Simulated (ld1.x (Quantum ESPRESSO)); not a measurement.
# Transferability test, TM potential for sulfur (S)

ld1.x (Quantum ESPRESSO) 7.5 input, shortened:

```
&input
   title='S', zed=16., rel=1, dft='PBE', iswitch=3,
   config='[Ne] 3s2 3p2.5 3d-2'
 /
 &inputp
   pseudotype=2, tm=.true., lloc=1,
   nlcc=.false.
 /
3
3S  1  0   2.00   0.00  1.10  1.10  0.0
3D  3  2  -2.00   0.25  1.30  1.30  0.0
3P  2  1   2.50   0.00  1.40  1.40  0.0
 &test
   configts(1)='3s2 3p2.5'
 /
```

Energies are relative to the spin-unpolarised reference configuration 3s2 3p2.5; without spin polarisation the order of configurations can differ from experiment.

```
valence configuration  charge  ΔE all-electron (eV)  error AE − PS (meV)
              3s2 3p4       0               -21.512                  +11
              3s2 3p3      +1                -9.743                 +2.4
              3s2 3p1      +3                46.582                  +32
            3s2 3p3.5    +0.5               -16.852                 +6.5
              3s2 3p0      +4                93.379                 +137
              3s1 3p5       0               -11.201                  +27
```

Q: What are ΔE and the potential's error for 3s2 3p2?

A: ΔE = 12.540 eV all-electron; the error (AE − PS) is +1.9 meV.

Levels in the configuration 3s2 3p4:

```tsv
level	all-electron (eV)	pseudo (eV)
3s	-17.256	-17.260
3p	-7.009	-7.016
```
